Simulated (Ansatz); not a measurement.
System: C3H10NSi, net charge 0, doublet state. It need not be the lowest isomer of its formula. SMILES: C[Si](C)(C)[NH]
Geometry from a B3LYP-D3(BJ)/def2-TZVP (Ansatz, a first-principles code) optimisation:
```
Si
N 1 1.7626
H 2 1.0233 1 113.25
C 1 1.8690 2 107.60 3 -169.02
H 4 1.0918 1 110.71 2 -57.80
H 4 1.0920 5 107.73 1 -121.48
H 4 1.0926 5 108.11 6 -116.40
C 1 1.8802 2 111.01 3 -48.24
H 8 1.0919 1 111.26 2 -57.91
H 8 1.0921 9 108.04 1 -122.63
H 8 1.0932 9 107.68 10 -116.26
C 1 1.8819 2 107.28 3 72.18
H 12 1.0912 1 111.20 2 56.69
H 12 1.0916 13 108.21 1 122.83
H 12 1.0932 13 107.98 14 116.66
```
Charge 0, spin multiplicity 2.

Parts of the frozen-core correlation energy in 6-31G (Ansatz, hartree). Frozen orbitals: 9; correlated occupied orbitals by spin: 16 and 15; virtual: 44 and 45. UHF or UKS for open shells. No spin-orbit coupling. No relativistic terms.

```
term                            value
-------------------------  ----------
reference (HF)             -462.67984
MP2 opposite-spin                   …
MP2 same-spin                       …
CCSD correlation             -0.46899
(T)                                 …
T1 diagnostic                   0.011
largest doubles amplitude       0.020
<S^2> of the reference          0.757
```

### Question
Fill in the missing entries.

### Answer

- MP2 opposite-spin, value: -0.32368
- MP2 same-spin, value: -0.08440
- (T), value: -0.00983
